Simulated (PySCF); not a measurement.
**Removal energies of Ga³⁺ from EOM-IP-GCCSD**

Reference: closed-shell Ga³⁺, [Ar] 3d10; one electron is removed. Calculated with PySCF 2.14, two-component X2C-1e with screened spin-orbit coupling, x2c-TZVPPall-2c with one added diffuse shell each of s, p, d type (7s8p5d1f, 63 functions); frozen 1s2; all 98 virtual spinors kept. No Breit or QED terms. Binding energies in eV.

| level | Koopmans | second order | EOM-CCSD |
| --- | --- | --- | --- |
| 3p1/2 | 159.06 | 150.97 | 155.04 |
| 3d3/2 | 65.321 | 59.297 | 62.234 |
| 3d5/2 | 64.809 | 58.878 | 61.774 |

For comparison, the ionisation energy of Ga³⁺ is 63.241 ± 0.009 eV (measured; NIST Atomic Spectra Database, ionization energies).

Only part of the computed levels is shown.

Gaps of this size point to the basis (7s8p5d1f), which has few functions of high l to correlate and polarise the inner shells.

Where second order misses EOM-CCSD by more than 1 eV, it overshoots the relaxation and correlation of that hole or particle, which higher orders damp.
